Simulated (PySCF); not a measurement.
CH3NSn.
SMILES with atom numbers: `[N:1]#[C:2][SnH3:3]` (hydrogens: H4, H5, H6 on Sn3)

Method: PBE0-D3(BJ)/def2-SVP geometry optimisation, gas phase, def2 core potentials past Kr in PySCF 2.14.0; density fitting, grid level 1; the optimiser is geomeTRIC in internal coordinates, started from a GFN2-xTB structure with every atom displaced at random (about 0.01 Å).

Geometry at step 2:
```
atom  x, y, z in Å
N1      2.5987    0.2575    0.0549
C2      1.4594    0.0355    0.0358
Sn3    -0.6568   -0.0731   -0.0234
H4     -1.0620   -1.4857   -0.8703
H5     -1.1365    1.3387   -0.8344
H6     -1.1736   -0.1035    1.5917
```

Question: What forces act on the atoms?

Answer: 
```
atom  Fx (eV/Å)  Fy (eV/Å)  Fz (eV/Å)
  N1     -0.043     -0.134      0.010
  C2      0.099      0.182     -0.008
 Sn3      0.020     -0.018     -0.008
  H4     -0.011     -0.075     -0.040
  H5     -0.037      0.057     -0.041
  H6     -0.029     -0.012      0.087
```

The largest, 0.21 eV/Å, acts on C2; the rms over all components is 0.069 eV/Å. The forces sum to zero within rounding, as they must for an isolated molecule in no field.

Question: Give the force on C2 in Eh/bohr and in nN.

Answer: 0.208 eV/Å ÷ 51.422 = 0.00404 Eh/bohr, and 0.208 eV/Å × 1.602 = 0.33 nN.

Question: How far is this geometry from the end of the optimisation?

Answer: 0.012 eV above it, and 0.057 Å rms away after alignment. The bonds farthest from their final lengths, with half the difference of the two atoms' forces along the bond (positive lengthens):

```tsv
bond	now (Å)	final (Å)	force along bond (eV/Å)
Sn3–H4	1.696	1.703	+0.04
Sn3–H6	1.696	1.702	+0.05
Sn3–H5	1.697	1.702	+0.05
C2–Sn3	2.120	2.123	+0.04
```

The angle farthest from its final value is N1–C2–Sn3, 171.9° against 179.9°.

The cost below is that of the whole optimisation. The run took 13 s wall on an Arm Neoverse V1 with one thread, shared host with 32 logical CPUs at a one-minute load of 8.9, and the process peaked at 0.30 GiB of memory.
